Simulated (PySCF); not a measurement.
## Exercise with solution: chemical shift, span and skew from a shielding tensor

CHCl₂, SMILES [CH](Cl)Cl (connectivity only; charge and spin as stated), charge +1, multiplicity 1. Atoms are numbered in the order given.

```xyz
4

Cl     0.0000    -1.4326     0.1569
C      0.0000     0.0000    -0.6062
Cl     0.0000     1.4326     0.1569
H      0.0000     0.0000    -1.6977
```
Charge +1, spin multiplicity 1.

Geometry: r2SCAN-D4/def2-TZVP. The spin state was assumed, not searched. The isomer is the one that the SMILES or the coordinates give; other isomers of the formula were not compared.

GIAO shieldings from PBE/pcSseg-2 (PySCF), non-relativistic, no solvent. The symmetric part of the tensor of C2 has the principal values -189.3, -185.7, 98.2 ppm. The same nucleus in TMS has σ = 181.4 ppm at this level (PySCF, at its B3LYP-D3(BJ)/def2-TZVP geometry). Without spin–orbit terms, shifts of atoms bonded to Cl or Br come out too high.

Task: Work out the isotropic shielding, the ¹³C shift against TMS, the span and the skew.

Result: 
σ(iso) = (σ11 + σ22 + σ33)/3 = -92.3 ppm. δ = σ(ref) − σ(iso) = 181.4 − (-92.3) = 273.7 ppm.
Span Ω = σ33 − σ11 = 287.5 ppm. Skew κ = 3(σ(iso) − σ22)/Ω = 0.97, an axial tensor. Tumbling in solution averages the tensor to δ; in a static solid the shielding alone would spread this spin-1/2 line over Ω.
